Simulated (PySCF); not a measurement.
C2H4NO, SMILES CC([NH])=O (connectivity only; charge and spin as stated), charge -1, multiplicity 1. Atoms are numbered in the order given.

```xyz
8

C     -0.2030     1.3540     0.0000
C      0.0335    -0.1614     0.0000
N     -1.0636    -0.8874     0.0000
O      1.2423    -0.5343     0.0000
H      0.2790     1.7996    -0.8852
H     -1.2746     1.5970     0.0000
H      0.2790     1.7996     0.8852
H     -0.7596    -1.8653     0.0000
```
Charge -1, spin multiplicity 1.

Geometry optimised at PBE0-D3(BJ)/def2-SVPD. The spin state was assumed, not searched. The isomer is the one that the SMILES or the coordinates give; other isomers of the formula were not compared. One conformer was computed; it need not be the lowest.

Computed with PBE0/pcSseg-1 (PySCF).

GIAO shieldings, no solvent; atoms alike by connectivity are averaged. δ = σ(ref) − σ: ¹³C against TMS (σ = 186.3 ppm); ¹⁵N against NH3 (σ = 267.4 ppm); ¹⁷O against H2O (σ = 334.2 ppm); ¹H against TMS (σ = 31.56 ppm), references at their B3LYP-D3(BJ)/def2-TZVP geometries, non-relativistic.

```json
[
 {"nucleus": "¹³C", "atoms": "C2", "count": "1", "δ (ppm)": "176.9"},
 {"nucleus": "¹³C", "atoms": "C1", "count": "1", "δ (ppm)": "29.2"},
 {"nucleus": "¹⁵N", "atoms": "N3", "count": "1", "δ (ppm)": "194.6"},
 {"nucleus": "¹⁷O", "atoms": "O4", "count": "1", "δ (ppm)": "321.4"},
 {"nucleus": "¹H", "atoms": "H8", "count": "1", "δ (ppm)": "3.86"},
 {"nucleus": "¹H", "atoms": "H5, H6, H7", "count": "3", "δ (ppm)": "1.49"}
]
```
